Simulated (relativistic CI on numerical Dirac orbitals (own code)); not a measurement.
Crystal-field levels of Re⁶⁺, 5d

Calculated by Dirac-Coulomb-Breit CI, separate exchange-only KLI orbitals for each configuration, model QED (radiative potential, 1s self-energy scaled to tabulated hydrogen-like ionisation energies), valence Slater integrals scaled by 0.85, one configuration in a parametric crystal field (own radial code).

Field parameters in Wybourne normalisation: D3d B²₀ = −7Dσ, B⁴₀ = −14Dq − 21Dτ, B⁴₃ = −14√(10/7) Dq. The field is a parameter set, without covalency.

S is read from ⟨S²⟩ = S(S + 1).

Levels (cm⁻¹, degeneracy): 0 (2), 580 (2), 7147 (2), 39818 (2), 40366 (2).

(1) Which field gives this pattern?
A. D3d, 10Dq = 34900, Dσ = 110, Dτ = 350 cm⁻¹
B. D3d, 10Dq = 34900, Dσ = 1200, Dτ = 350 cm⁻¹
C. D3d, 10Dq = 34900, Dσ = -550, Dτ = 350 cm⁻¹
D. D3d, 10Dq = 34900, Dσ = -760, Dτ = 350 cm⁻¹

## Answers

(1) D. D3d, 10Dq = 34900, Dσ = -760, Dτ = 350 cm⁻¹, ground level with S = 0.50.
